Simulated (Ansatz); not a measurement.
System: GeSe (charge 0, singlet). 
Coordinates optimised at B3LYP-D3(BJ)/def2-TZVP (Ansatz, a first-principles code):
SMILES: [Ge]=[Se]
```xyz
2

Ge     0.0000     0.0000    -1.1111
Se     0.0000     0.0000     1.0458
```

Quantity: vertical ionisation energy (to the doublet state of charge +1; each state is the SCF solution reached for its spin; for the singlet T1 is 0.025), in eV. Cores are frozen in the correlated levels unless marked. Open shells are spin-unrestricted. No spin-orbit coupling. The frozen core is the preceding noble-gas configuration, with the filled d and f shells of earlier blocks. No relativistic terms. Basis-set limits of correlation are two-point, X^-3; Hartree-Fock from the larger set.

```json
[
 {"level": "SVWN5/def2-TZVPD", "program": "Ansatz", "vertical ionisation energy (eV)": "(withheld)"},
 {"level": "r2SCAN/def2-TZVPD", "program": "Ansatz", "vertical ionisation energy (eV)": "(withheld)"},
 {"level": "B3LYP/def2-TZVPD", "program": "Ansatz", "vertical ionisation energy (eV)": "(withheld)"},
 {"level": "PBE0/def2-TZVPD", "program": "Ansatz", "vertical ionisation energy (eV)": "9.71"},
 {"level": "BHLYP/def2-TZVPD", "program": "Ansatz", "vertical ionisation energy (eV)": "9.50"},
 {"level": "CAM-B3LYP/def2-TZVPD", "program": "Ansatz", "vertical ionisation energy (eV)": "(withheld)"},
 {"level": "wB97M-V/def2-TZVPD", "program": "Ansatz", "vertical ionisation energy (eV)": "9.57"},
 {"level": "wB97X-V/def2-TZVPD", "program": "Ansatz", "vertical ionisation energy (eV)": "9.62"},
 {"level": "CCSD/aug-cc-pVQZ", "program": "Ansatz", "vertical ionisation energy (eV)": "9.66"},
 {"level": "CCSD/def2-QZVPPD", "program": "Ansatz", "vertical ionisation energy (eV)": "9.64"},
 {"level": "CCSD(T)/CBS(aug-cc-pVTZ,aug-cc-pVQZ)", "program": "Ansatz", "vertical ionisation energy (eV)": "9.89"}
]
```

Problem. Some entries are withheld; supply them.

Solution. 
- SVWN5/def2-TZVPD, vertical ionisation energy (eV): 10.08
- r2SCAN/def2-TZVPD, vertical ionisation energy (eV): 9.84
- B3LYP/def2-TZVPD, vertical ionisation energy (eV): 9.76
- CAM-B3LYP/def2-TZVPD, vertical ionisation energy (eV): 9.67
